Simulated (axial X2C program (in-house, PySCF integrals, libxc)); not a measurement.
**RhSi at several levels of theory**

Calculated with an in-house all-electron X2C program for linear molecules (integrals from PySCF). Spin-free means the one-electron spin-free X2C Hamiltonian; two-component (2c) means X2C with spin–orbit coupling and atomic mean-field two-electron Coulomb and Gaunt terms, so the difference of the two also holds small scalar two-electron terms. Basis: Rh dyall-cv3z [12s12p8d5f3g], Si dyall-v3z [8s7p2d1f] (cores contracted in-house); Gaussian nuclei, density fitting, unrestricted open shells. Masses: Rh 102.906 u, Si 27.977 u.

The run was started with this input:
```json
{
 "zs": [
  45,
  14
 ],
 "q": 0,
 "bas": [
  "dyall-cv3z",
  "dyall-v3z"
 ],
 "levels": [
  "PBE0",
  "HF",
  "BP86"
 ],
 "cc": true,
 "r0": 2.41,
 "thr": -2.0,
 "nmax": 90,
 "npts": 10,
 "nst": 2,
 "ntry": 6
}
```
```bash
python so2c.py task.json out
```

Keys: zs atomic numbers; q charge; bas basis sets; levels methods; cc coupled cluster on or off; r0 starting distance in Å; thr threshold in hartree for freezing inner shells (an s shell follows its p shell); nmax most natural virtual spinors; npts points on the curve; nst determinants followed; ntry starts of the search. HF also brings MP2.

State, spin-free: M_S = 1/2, Λ = 0 (beyond evenly filled blocks: σα); electrons by block: σα: 14, σβ: 13, π+α: 6, π+β: 6, π-α: 6, π-β: 6, δ+α: 2, δ+β: 2, δ-α: 2, δ-β: 2. Fragments: Rh + Si.

State, 2c: Ω = 1/2 (⟨Sz⟩ = 0.50, ⟨Lz⟩ = 0.00 at PBE0); electrons by block: 1/2: 20, -1/2: 19, 3/2: 8, -3/2: 8, 5/2: 2, -5/2: 2. Fragments: Rh + Si.

| Hamiltonian | level | Re (Å) | ωe (cm⁻¹) | ωexe (cm⁻¹) | αe (cm⁻¹) | De (eV) | D0 (eV) | μ (D) |
| --- | --- | --- | --- | --- | --- | --- | --- | --- |
| spin-free | PBE0 | 2.030 | 555.5 | n/a | n/a | 3.83 | 3.79 | -0.58 |
| spin-free | CCSD | 2.019 | 556.0 | 2.72 | n/a | 3.15 | 3.11 | n/a |
| spin-free | CCSD(T) | 2.011 | 557.0 | 2.27 | 0.000889 | n/a | n/a | n/a |
| spin-free | BP86 | 2.060 | 527.2 | 1.56 | 0.000769 | 4.94 | 4.91 | -0.17 |
| 2c | PBE0 | 2.031 | 553.5 | n/a | n/a | n/a | n/a | -0.59 |
| 2c | BP86 | 2.061 | 525.6 | 1.58 | 0.000774 | n/a | n/a | -0.18 |

Correlated methods: 13 electrons correlated (number of frozen shells: Rh 4 s, 3 p, 1 d; Si 2 s, 1 p), 251 virtual spin orbitals or spinors in MP2, 90 natural virtuals in coupled cluster.

Dipoles are positive if Si is the positive end.

The state is one determinant whose occupation by symmetry is held fixed; it was picked as the lowest of a PBE0 search that is not exhaustive. De is counted from the lowest determinant-based energies of the atoms at the same level, without counterpoise correction. De is not given where an atomic determinant may have missed its ground term or J level, or where the truncated virtual space spoils (T). Density functionals use the spin component along the axis (collinear). Coupled cluster ran in a truncated set of natural virtual spinors; the MP2 energy of the rest was added. (T) has no such correction and the atoms are truncated less, which lowers De at CCSD(T) by a hundredth of an eV or more. Without a current term, density functionals place determinants with orbital angular momentum somewhat too high. The determinant is spin-polarised beyond a pure state at some levels (its spin-free form has ⟨S²⟩ too high), which makes Re and μ there less reliable. The T1 diagnostic is large, a sign of multireference character.

No reliable constants came from CCSD (2c), CCSD(T) (2c), HF (2c), HF (spin-free), MP2 (2c), MP2 (spin-free): no minimum in range, unconverged points, a curve that is not smooth, a change of character along it, or the two Hamiltonians disagreeing along it.

Rough cost a point (2c) on 1 thread(s) of a shared host, integrals apart: PBE0 2.8 s, BP86 1.1 s.

The whole task took 4.5 min on 1 thread of Arm Neoverse V1, on a shared host.
